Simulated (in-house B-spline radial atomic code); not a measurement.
A run on Sc- that did not converge. Method: scalar-relativistic (X2C) B3LYP, spin-polarised, spherical fractional occupations, exact exchange averaged over the configuration, Fermi nucleus of rms radius 3.5459 fm; computed with an all-electron radial atomic-structure program (B-spline basis).

Command:
```bash
python run_scf.py task.json out
```
Settings (nuclear radius in fm, mass in u):
```
Z                21
configuration    [Ar] 3d2 4s2
hamiltonian      x2c
method           b3lyp
spin_polarised   True
nucleus          fermi
rms_radius       3.5459
atomic_mass      44.95591
speed_of_light   137.035999084
exact_exchange   averaged over the configuration
```

First and last ten iterations of the last attempt (damped for 15 steps, keeping 80 % of the old Fock matrix, then DIIS):
```
 iter        energy (Eh)    residual
    1        -761.581662    2.79e-01
    2        -761.784967    2.25e-01
    3        -762.974813    1.42e-01
    4        -763.620512    8.69e-02
    5        -763.953468    5.05e-02
    6        -764.115460    2.63e-02
    7        -763.809052    3.88e-02
    8        -764.087680    3.05e-02
    9        -764.170671    1.57e-02
   10        -763.797419    4.08e-02
  111        -763.791548    3.33e-02
  112        -763.789965    3.35e-02
  113        -763.790315    3.35e-02
  114        -763.790124    3.31e-02
  115        -763.790762    3.30e-02
  116        -763.791408    3.28e-02
  117        -763.793877    3.26e-02
  118        -764.182511    1.27e-02
  119        -764.185872    1.20e-02
  120        -763.810991    3.54e-02
 not converged after 120 iterations
```

The smallest residual met was 7.4e-03; the threshold is about 2e-07. No energy from this run should be used. Run time, properties included: 6.3 s on 1 thread of Arm Neoverse N1, on a shared host.
